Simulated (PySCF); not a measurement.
Species: C₄HClN₄.
Numbering: `[N:1]#[C:2][c:3]1[cH:4][c:5]([Cl:6])[n:7][n:8][n:9]1`

Structure used (GFN2-xTB), in Å, numbered top down from 1:
```xyz
10
C4HClN4 angstrom
N      3.2688   -0.6390   -0.1079
C      2.1887   -0.2642   -0.0724
C      0.8342    0.1697   -0.0283
C     -0.2146   -0.7477    0.0059
C     -1.4801   -0.1616    0.0453
Cl    -2.8952   -1.1134    0.0889
N     -1.6314    1.1564    0.0492
N     -0.5992    1.9289    0.0164
N      0.5990    1.4896   -0.0220
H     -0.0613   -1.8142    0.0024
```

Definitions: NICS(0) = −σiso at the ring centroid; NICS(1) = −σiso and NICS(1)zz = −σzz at ±1 Å along the ring normal z. Level: GIAO PBE0/pcSseg-1 (PySCF, non-relativistic, gas phase) on the GFN2-xTB geometry, one conformer.

Ring bond lengths (Å), with Mayer bond orders in brackets: C3–C4 1.394 (1.31), C4–C5 1.395 (1.27), C5–N7 1.327 (1.39), N7–N8 1.290 (1.35), N8–N9 1.277 (1.41), N9–C3 1.341 (1.36).

Q: Give the NICS values of each ring in ppm.

A: 
| ring | type | NICS(0) | NICS(1), two faces | NICS(1)zz, two faces | rms pucker (Å) | centre to ring atoms, mean (Å) |
| --- | --- | --- | --- | --- | --- | --- |
| C3–C4–C5–N7–N8–N9 | 6-membered ring with 3 N; formal bonds all aromatic | -4.9 | -11.1 / -11.1 | -25.3 / -25.4 | 0.00 | 1.34 |

Q: What do they say, and how far can they be read as aromaticity?

A: 
- C3–C4–C5–N7–N8–N9: mean NICS(1)zz -25.3 ppm, shielded, aromatic by this magnetic criterion (flat ring, no four-coordinate atom). NICS(0) lies 6 ppm above the mean NICS(1).

Q: And the bond-length index? HOMA takes Krygowski's 1993 parameters.

A: 
- C3–C4–C5–N7–N8–N9: HOMA 0.96; the largest term is that of N8–N9, α(R − Ropt)² = 0.14. The geometric and the magnetic index point the same way.

Q: What is the mean of the two in-plane components of NICS at the first NICS(1) probe listed for ring C3–C4–C5–N7–N8–N9, 1 Å off the ring?

A: The isotropic value is a third of the trace: (3 × -11.1 − (-25.3))/2 = -4.0 ppm.

Q: What are the shieldings of the ring atoms and their hydrogens in the same run (means over atoms taken as equivalent)?

A: 
```json
{"atoms": "C3", "environment": "substituted aromatic carbon", "σ isotropic (ppm)": "45.8"}
{"atoms": "C4", "environment": "aromatic CH carbon", "σ isotropic (ppm)": "56.3"}
{"atoms": "C5", "environment": "aromatic C–Cl carbon", "σ isotropic (ppm)": "15.9"}
{"atoms": "N7", "environment": "pyridine-type nitrogen", "σ isotropic (ppm)": "-171.8"}
{"atoms": "N8", "environment": "pyridine-type nitrogen", "σ isotropic (ppm)": "-272.5"}
{"atoms": "N9", "environment": "pyridine-type nitrogen", "σ isotropic (ppm)": "-166.7"}
{"atoms": "H10", "environment": "aromatic hydrogen", "σ isotropic (ppm)": "24.15"}
```
